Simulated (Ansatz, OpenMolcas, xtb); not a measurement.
## A family of molecules: the dipole moment

One atom is swapped for its congeners: CO2 (carbon dioxide) `O=C=O`; OCS (carbonyl sulfide) `O=C=S`; CSeO (carbonyl selenide) `O=C=[Se]`. All are singlets with charge 0.

Shapes, held fixed at every level: PBE0-D4/def2-TZVP. Programs: Ansatz 0.2.0, OpenMolcas 26.06, xtb 6.7.1. Values in D.

```json
{"level": "GFN0-xTB", "CO2": "0.00", "CSeO": "5.22"}
{"level": "PBE-D4/def2-TZVPP", "CO2": "0.00", "CSeO": "0.74"}
{"level": "r2SCAN-D4/def2-TZVPP", "CO2": "0.00", "CSeO": "0.71"}
{"level": "B3LYP/6-31G* (spherical functions)", "CO2": "0.00", "CSeO": "0.49"}
{"level": "B3LYP-D4/def2-TZVPP", "CO2": "0.00", "CSeO": "0.77"}
{"level": "wB97M-V/def2-TZVPP", "CO2": "0.00", "CSeO": "0.61"}
{"level": "measured", "CO2": "0.00", "CSeO": "0.75"}
```

(1) Estimate the column for OCS from its neighbours.

Answers

(1) The mean of the neighbours at wB97M-V/def2-TZVPP is 0.30 D, against 0.69 from the run: the member lies nearer Se. All rows: GFN0-xTB 2.80; PBE-D4/def2-TZVPP 0.67; r2SCAN-D4/def2-TZVPP 0.68; B3LYP/6-31G* (spherical functions) 0.40; B3LYP-D4/def2-TZVPP 0.75; wB97M-V/def2-TZVPP 0.69; measured 0.71 D. At wB97M-V/def2-TZVPP the dipole moment isn't monotonic: it is largest for S and smallest for O (0.69 and 0.00 D). 1 of 6 levels show this order throughout; 1 agree on the largest and the smallest. Measured values: NIST CCCBDB. Relativity is left out for Se unless named. GFN0-xTB strays far from the other rows. Magnitudes only: a dipole under 1 D may point either way.
